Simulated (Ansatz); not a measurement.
# Redistribution: C3H10BN + B(CH3)(NH2)2 → C2H9BN2 + B(CH3)2(NH2)

Species: C3H10BN `CBN(C)C`, singlet; B(CH3)(NH2)2, singlet; C2H9BN2 `CN(C)BN`, singlet; B(CH3)2(NH2), singlet. The partners trade CH3 for NH2; both sit on B, so the bond types are kept.

Shapes, held fixed at every level: PBE0-D4/def2-TZVP. Flexible molecules stand in one conformer, not always the lowest. Programs: Ansatz 0.2.0. The zero-point and thermal change to 298 K, harmonic and unscaled (PBE0-D4/def2-TZVP), is +0.3 kJ/mol.

| level | kind | ΔH(298 K) (kJ/mol) | less CCSD(T)/CBS estimate |
| --- | --- | --- | --- |
| HF/def2-SVP | Hartree–Fock | -4.4 | -4.2 |
| r2SCAN-D4/def2-TZVPP | meta-GGA | -2.6 | -2.4 |
| PBE0-D4/def2-TZVPP | global hybrid | -2.2 | -2.0 |
| B2PLYP/def2-TZVPP | double hybrid | -1.8 | -1.6 |
| MP2/def2-SVP | perturbation theory | -4.0 | -3.8 |
| MP2/def2-TZVPP | perturbation theory | -0.7 | -0.5 |
| CCSD(T)/def2-TZVPP | coupled cluster or CI | -0.5 | -0.3 |
| CCSD(T)/CBS estimate | coupled cluster or CI | -0.2 | 0.0 |

The highest level, CCSD(T)/CBS estimate, gives ΔH(298 K) = -0.2 kJ/mol; the levels span -4.4 to -0.2. That is about zero within the method's error. The column of differences is taken from that level and isn't an error. No measured value is set beside it here. The CBS estimate extrapolates MP2 from def2-TZVPP and def2-QZVPP and adds CCSD(T) − MP2 in the triple-zeta set, cores frozen.
